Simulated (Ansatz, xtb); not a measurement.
**Relative energy of two structures of CHAlNSe+**

Structure a: a singlet given by its coordinates. Structure b: a singlet given by its coordinates. Both are isolated ions in the gas phase, relaxed with PBE0-D3(BJ)/def2-SVP.

a (Å):

```yaml
atoms:
  - { symbol: C, position_ang: [-2.3521, -0.3186, -0.2335] }
  - { symbol: Al, position_ang: [-0.5661, -0.2490, 2.5016] }
  - { symbol: N, position_ang: [-1.7063, -0.3138, 0.7350] }
  - { symbol: Se, position_ang: [-3.4095, -0.2183, -1.7098] }
  - { symbol: H, position_ang: [-2.8739, -1.5018, -2.2085] }
```

Close contacts (Å): C1–N3 1.16, C1–Se4 1.82, Al2–N3 2.10, Se4–H5 1.48.

b (Å):

| atom | x (Å) | y (Å) | z (Å) |
| --- | --- | --- | --- |
| C | 0.0000 | 0.0000 | -1.3859 |
| Al | 0.0000 | 0.0000 | 1.5309 |
| N | 0.0000 | 0.0000 | -0.1616 |
| Se | 0.0000 | 0.0000 | -3.0620 |
| H | 0.0000 | 0.0000 | 3.0786 |

Close contacts (Å): C1–N3 1.22, C1–Se4 1.68, Al2–N3 1.69, Al2–H5 1.55.

Question: Estimate which is lower in electronic energy at CCSD(T)/def2-TZVP, and by roughly how much.

Answer: The CCSD(T)/def2-TZVP calculation puts structure a lower, by 0.420 eV.

How the difference moves with the method:

```tsv
level	geometry	E(b) − E(a) (eV)	departure from the last row (eV)	job, with rough time for the two
GFN2-xTB	GFN2-xTB	−1.257	−1.677	optimisation, 0.22 s
HF/STO-3G	GFN2-xTB	+0.795	+0.375	single point, 0.34 s
r2SCAN-D4/def2-SVP	GFN2-xTB	−0.180	−0.600	single point, 2.2 s
PBE0-D3(BJ)/def2-SVP	PBE0-D3(BJ)/def2-SVP	+0.185	−0.235	optimisation, 26 s
HF/def2-TZVP	PBE0-D3(BJ)/def2-SVP	+0.597	+0.176	part of the CCSD(T) run
MP2/def2-TZVP	PBE0-D3(BJ)/def2-SVP	+0.147	−0.274	part of the CCSD(T) run
CCSD(T)/def2-TZVP	PBE0-D3(BJ)/def2-SVP	+0.420		single point, 31 s
```

GFN2-xTB, r2SCAN-D4/def2-SVP put the two in the other order. The largest departure from CCSD(T)/def2-TZVP is that of GFN2-xTB, 1.677 eV.

With harmonic frequencies from PBE0-D3(BJ)/def2-SVP (ideal gas, rigid rotor, one conformer each, 298.15 K, 1 atm): the zero-point term adds +0.020 eV; ΔH is +0.422 and ΔG +0.531 eV.

The correlated steps freeze 16 core orbitals; the filled d shell of Se is correlated, in a basis made for valence electrons. Codes used: Ansatz 0.2.0, xtb 6.7.1; the last row on 1 thread of Intel(R) Xeon(R) 6975P-C (Granite Rapids) on a shared host.
